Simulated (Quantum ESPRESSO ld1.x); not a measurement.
Q: The aim is neutral strontium in [Kr] 5s2. What will ld1.x (Quantum ESPRESSO 7.5) do with this input?

```
 &input
    zed=38.0,
    iswitch=1,
    rel=1,
    dft='PZ',
    config='[Kr] 5s2',
    dx=0.2,
    prefix='ld1',
    max_out_wfc=37,
    file_charge='ld1.rho',
 /
```

A: Inaccurate. The radial step is too large to integrate the orbitals; the run ends without a warning, but the energy is off by +0.3409 hartree against the default mesh.

Output (excerpt):

```
     Program LD1 v.7.5 starts

     --------------------------- All-electron run ----------------------------

     scalar relativistic calculation

     atomic number is 38.00
     dft =PZ   lsd =0 sic =0 latt =0  beta=0.20 tr2=1.0E-14
     Exchange-correlation= PZ
                           (   1   1   0   0   0   0   0)
     mesh =  83 r(mesh) = 117.02807 a.u. xmin = -8.00 dx = 0.20000
     1 Ry =  13.60569312 eV, c = 137.03599908

     n l     nl                  e(Ry)          e(Ha)          e(eV)
     1 0     1S 1( 2.00)     -1169.6054      -584.8027    -15913.2925
     2 0     2S 1( 2.00)      -158.4110       -79.2055     -2155.2908
     2 1     2P 1( 6.00)      -140.9276       -70.4638     -1917.4183
     3 0     3S 1( 2.00)       -24.4657       -12.2328      -332.8723
     3 1     3P 1( 6.00)       -18.8038        -9.4019      -255.8384
     4 0     4S 1( 2.00)        -3.0119        -1.5059       -40.9787
     4 1     4P 1( 6.00)        -1.6806        -0.8403       -22.8658
     3 2     3D 1(10.00)        -9.4334        -4.7167      -128.3477
     5 0     5S 1( 2.00)        -0.2683        -0.1342        -3.6505

     final scf error:  3.7E-15 reached in  32 iterations

     Etot =   -6350.947290 Ry,   -3175.473645 Ha,  -86409.039872 eV

     Ekin =    6503.238123 Ry,    3251.619061 Ha,   88481.062201 eV
     Encl =  -15294.320169 Ry,   -7647.160085 Ha, -208089.826747 eV
     Eh   =    2642.411264 Ry,    1321.205632 Ha,   35951.836767 eV
     Exc  =    -202.276508 Ry,    -101.138254 Ha,   -2752.112093 eV
```

Run on one thread of a shared host, so times are rough (Intel(R) Xeon(R) Processor @ 2.60GHz): 0.47 s of CPU time, 0.49 s wall, 32 iterations on 83 mesh points.
